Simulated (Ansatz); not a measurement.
Reaction (redistribution): `[CH3][InH][CH2]F` + `[CH3][Zr]([F])([F])[F]` → `F[CH2][InH][F]` + `[CH3][Zr]([CH3])([F])[F]`

Gas-phase electronic energies from Ansatz, PBE0-D4/def2-TZVP geometries. CCSD(T)/CBS adds triple-zeta CCSD(T) − MP2 to the extrapolated MP2 energy (def2 sets, frozen cores). Functionals use def2-TZVPP. B3LYP here is the variant with VWN-RPA as its local correlation; programs differ in this. def2 core potentials past Kr. For In, Zr outer-core shells are correlated without core-valence functions, which leaves a few kJ/mol of doubt a bond. Each species was taken in one conformer, which may not be the lowest.

`[CH3][InH][CH2]F`:

Cartesian coordinates in Å:
```
C -1.104 1.312 -0.786
In 0.637 0.072 -0.560
C 0.723 -1.342 1.105
F -0.434 -1.274 1.881
H -0.819 2.366 -0.757
H -1.575 1.122 -1.752
H -1.823 1.113 0.009
H 1.987 0.139 -1.645
H 1.578 -1.137 1.758
H 0.828 -2.372 0.748
```

`[CH3][Zr]([F])([F])[F]`:

Cartesian coordinates in Å:
```
C 1.025 0.074 -0.530
Zr -0.928 -0.067 0.479
F -2.227 0.525 -0.773
F -1.162 -1.892 0.950
F -0.831 1.062 2.003
H 1.236 1.105 -0.836
H 1.051 -0.555 -1.426
H 1.835 -0.252 0.133
```

`F[CH2][InH][F]`:

```xyz
7

F     0.965   -1.545    0.969
C     0.135   -0.437    0.912
In   -0.036    0.353   -1.093
F    -1.225    1.915   -0.949
H     0.533    0.336    1.575
H    -0.856   -0.722    1.278
H     0.483    0.100   -2.692
```

`[CH3][Zr]([CH3])([F])[F]`:

```xyz
11

C     0.624   -1.546    0.702
Zr    0.715    0.573    0.082
C    -1.269    1.032   -0.776
F     0.992    1.650    1.626
F     2.031    0.763   -1.279
H     0.659   -2.218   -0.163
H     1.446   -1.821    1.372
H    -0.316   -1.737    1.236
H    -1.640    0.159   -1.329
H    -1.239    1.876   -1.474
H    -2.002    1.268    0.004
```

```
             level  ΔE (kJ/mol)  difference from CCSD(T)/CBS
            PBE-D4        124.9                         -1.3
         r2SCAN-D4        125.5                         -0.7
           PBE0-D4        128.2                          2.0
          B3LYP-D4        124.9                         -1.3
           ωB97X-V        131.1                          4.9
           ωB97M-V        131.1                          4.9
            B2PLYP        129.9                          3.7
               PBE        125.3                         -0.9
            r2SCAN        125.7                         -0.5
              PBE0        128.7                          2.5
             B3LYP        125.6                         -0.6
     HF/def2-TZVPP        127.9                          1.7
    MP2/def2-TZVPP        137.4                         11.2
SCS-MP2/def2-TZVPP        134.2                          8.0
   CCSD/def2-TZVPP        132.8                          6.6
CCSD(T)/def2-TZVPP        133.6                          7.4
     HF/def2-QZVPP        126.9                          0.7
    MP2/def2-QZVPP        132.8                          6.6
SCS-MP2/def2-QZVPP        129.9                          3.7
      HF/CBS(def2)        126.8                          0.6
     MP2/CBS(def2)        130.0                          3.8
    CCSD/CBS(def2)        125.5                         -0.7
       CCSD(T)/CBS        126.2                            0
```

Largest T1 diagnostic among the species: 0.017.

In def2-TZVPP, CCSD(T) changes the Hartree–Fock value by +5.7 kJ/mol (the triples alone add +0.8 kJ/mol) and MP2 by +9.5 kJ/mol. From PBE to PBE0 (25 % exact exchange), in def2-TZVPP and without D4, ΔE moves by +3.3 kJ/mol.
